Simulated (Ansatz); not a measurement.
CH$_{4}$BFSSi, SMILES `FB1SC1[SiH3]`, relaxed with RKS PBE-D4/def2-SVP in Ansatz 0.2.0 from a rough embedded geometry. The force threshold is 0.03 eV/Å; the program also tests the step.

Total charge 0; spin multiplicity 1.

Start:

```xyz
9

F     2.116   -0.471    1.653
B     1.058    0.438    1.252
S    -0.805    1.005    1.576
C     0.065    0.895    0.150
Si   -0.536   -0.647   -0.858
H     0.277    1.786   -0.426
H    -0.811   -1.755    0.053
H     0.478   -0.983   -1.840
H    -1.841   -0.268   -1.562
```

Q: By how much does the energy fall, and how many steps does the optimiser take? (Estimate.)

A: Computed: 174.97 kJ/mol, in 8 steps, 1 of them rejected.

Q: Which bonds change most? (Estimate.)

A: Computed: S3–C4 from 1.674 to 1.963 Å; B2–S3 from 1.974 to 1.763 Å; F1–B2 from 1.451 to 1.320 Å; Si5–H8 from 1.452 to 1.507 Å.

Q: Give the relaxed structure. (Best estimate.)

A: The calculation gave: 
```xyz
9

F     2.051   -0.019    1.969
B     0.940    0.409    1.399
S    -0.660    1.045    1.779
C     0.229    0.680    0.068
Si   -0.598   -0.661   -0.974
H     0.475    1.616   -0.474
H    -0.773   -1.895   -0.136
H     0.277   -0.973   -2.160
H    -1.941   -0.200   -1.472
```
